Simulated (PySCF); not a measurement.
Work out the structure from these simulated measurements.

Elements present: B, C, Cl and H. Monoisotopic mass: 105.9548 u.

- Triplet: lowest triplet excitation (Tamm–Dancoff): 4.22 eV [TDA wB97X-D/def2-SVPD]
- Dipole: 1.81 D [wB97X-D/def2-SVPD]
- Rotational structure: rotational constants A, B, C: 3.170, 2.727, 1.466 GHz [PBE0-D3(BJ)/def2-SVP]
- 1H NMR: chemical shifts (computed TMS as zero) by class: 3.62 (1 H) ppm [GIAO B3LYP/pcSseg-1]
- Polarisability: 64.0 au [wB97X-D/def2-SVPD]
- UV, strongest line: among the 10 lowest singlet transitions: S9 at 8.29 eV (150 nm, f = 0.390) [TDDFT wB97X-D/def2-SVPD]
- 13C NMR: chemical shifts (computed TMS as zero) by class: 111.6 (1 C), 89.2 (1 C) ppm [GIAO B3LYP/pcSseg-1]

The electronic properties come from PySCF, for the isolated species, density fitting. Levels stand in brackets. Isolated species at its PBE0-D3(BJ)/def2-SVP geometry, gas phase. NMR values are class means; diastereotopic atoms form classes of their own.

Task: Which formula fits the mass and the elements?

Result: C2HBCl2 (calculated 105.9548). No other formula that holds each of these elements comes within 0.0003 u with a fitting electron parity and a possible valence count.

Task: Give a SMILES that accounts for the data.

Result: 2 carbons fall into 2 classes; from least to most shielded: carbon bonded to C and H (111.6 ppm), carbon bonded to B and C (89.2 ppm). The one hydrogen (3.62 ppm): hydrogen on carbon. The optimised geometry has point group C2v and is an asymmetric top. Structure: BCl2(CCH) (`C#CB(Cl)Cl`). The assignments are read from this structure; whether some other isomer fits the data as well wasn't checked.
